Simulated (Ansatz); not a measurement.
`FBO[SiH3]` + `[SiH3][O][In]([SH])[Cl]` → `FBO[SiH2][SiH3]` + `[OH][In]([SH])[Cl]`  (redistribution)

Gas-phase electronic energies from Ansatz, PBE0-D4/def2-TZVP geometries. CBS: MP2 limit from def2 TZ/QZ plus the TZ coupled-cluster correction, frozen cores. Functionals use def2-TZVPP. def2 core potentials past Kr. For In outer-core shells are correlated without core-valence functions, which leaves a few kJ/mol of doubt a bond. Each species was taken in one conformer, which may not be the lowest.

```
                  species  ωB97M-V energy (Eh)
              `FBO[SiH3]`           -491.96683
`[SiH3][O][In]([SH])[Cl]`          -1415.72015
        `FBO[SiH2][SiH3]`           -782.64138
     `[OH][In]([SH])[Cl]`          -1125.00607
```

Q: Work out ΔE.

A: ΔE = (-782.64138) + (-1125.00607) − (-491.96683) − (-1415.72015) = 0.03953 Eh = +1.08 eV. CCSD(T)/CBS gives +1.09 eV.

Largest T1 diagnostic among the species: 0.015.

In def2-TZVPP, CCSD(T) changes the Hartree–Fock value by −0.30 eV (the triples alone add −0.04 eV) and MP2 by −0.22 eV. From PBE to PBE0 (25 % exact exchange), in def2-TZVPP and without D4, ΔE moves by +0.12 eV.
